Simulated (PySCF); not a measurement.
**Computed properties of 1,3-thiazol-4-ylsilane (C3H5NSSi), SMILES [SiH3]c1cscn1**

1,3-thiazol-4-ylsilane (C3H5NSSi), SMILES n1cscc1[SiH3]. Geometry: TPSSh-D3(BJ)/def2-SVP. One conformer was computed; it need not be the lowest. All values are computed for the isolated molecule unless a solvent is named; none is compared with measurement here.

**Structure.** The optimised structure has Cs symmetry. All 27 harmonic modes at TPSSh-D3(BJ)/def2-SVP (PySCF) are real, so it is a minimum. With heavy atoms numbered as in [SiH3:1][c:2]1[cH:3][s:4][cH:5][n:6]1, the shortest bond between them is C5–N6 at 1.300 Å and the longest Si1–C2 at 1.880 Å.

**Vibrations.** The strongest infrared lines (harmonic, unscaled, degenerate partners summed) lie at 944 cm⁻¹ (272 km/mol, H 77 %, Si 10 %), 2266 cm⁻¹ (111 km/mol, H 96 %), 2266 cm⁻¹ (101 km/mol, H 97 %). The softest mode is at 108 cm⁻¹ and the zero-point energy is 44.1 kcal/mol.

**Electronic structure.** B3LYP/def2-TZVP (PySCF) places the frontier levels at -7.17 and -1.26 eV, a gap of 5.91 eV, and gives a dipole moment of 1.75 D and a mean polarisability of 84.0 bohr³. PBE/def2-TZVP (PySCF) at the same geometry gives -6.38 and -1.96 eV, so its gap is 1.49 eV narrower. An orbital gap is neither the optical nor the fundamental gap.

**Excitations.** TDA-ωB97X/def2-SVPD (PySCF) has S1 at 5.57 eV (223 nm, f = 0.000, dark); the most intense of the 10 singlets computed lies at 7.36 eV (f = 0.47). T1 (TDA) is at 3.87 eV, 1.70 eV under S1. TDA-PBE/def2-SVPD (PySCF) puts S1 at 4.72 eV. No vertical singlet excitation falls in the visible range (under 3.1 eV).

**NMR.** GIAO shifts at B3LYP/pcSseg-1 (PySCF) (non-relativistic, atoms alike by connectivity averaged): ¹³C from 141.8 to 163.3 ppm against TMS; ¹H from 4.7 to 8.8 ppm against TMS; ²⁹Si at -77.6 ppm against TMS.

**Solvation.** SMD-PBE0/def2-SVP (PySCF) gives -0.9 kcal/mol in water, -2.9 kcal/mol in cyclohexanone, -3.6 kcal/mol in acetonitrile (1 M in both phases, gas-phase geometry); of these solvents acetonitrile holds the molecule best.
